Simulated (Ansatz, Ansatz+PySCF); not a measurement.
```yaml
atoms:
  - { symbol: C, position_ang: [-0.0408, 0.0151, -0.0246] }
  - { symbol: C, position_ang: [1.4387, -0.0270, -0.0308] }
  - { symbol: C, position_ang: [-0.7454, 1.2037, 0.0238] }
  - { symbol: C, position_ang: [-0.6602, -1.2123, -0.0203] }
  - { symbol: H, position_ang: [1.9913, -0.9507, 0.0428] }
  - { symbol: H, position_ang: [1.9879, 0.9704, 0.0304] }
  - { symbol: H, position_ang: [-1.8067, 1.2045, 0.0330] }
  - { symbol: H, position_ang: [-0.1283, 2.1696, -0.0123] }
  - { symbol: H, position_ang: [-1.7772, -1.2727, -0.0336] }
  - { symbol: H, position_ang: [-0.2085, -2.2120, 0.0083] }
```

Basis set: def2-SVP (spherical functions). Correlated methods keep 4 orbitals frozen. Charge 0, multiplicity 3.

Computed with Ansatz (development build ahead of 0.2.0); each method stands on the lowest determinant of its kind that the runs found.

The atomization energy at this shape (free ground-state atoms in the same class of orbitals less the molecule, no zero-point energy) of triplet C₄H₆:

| method | atomization energy |
| --- | --- |
| UHF | 32.59 eV |

Q: What does UHF-MP2 give?

A: 40.13 eV. Caution: the shape is not the minimum; the unrestricted determinant is spin contaminated.
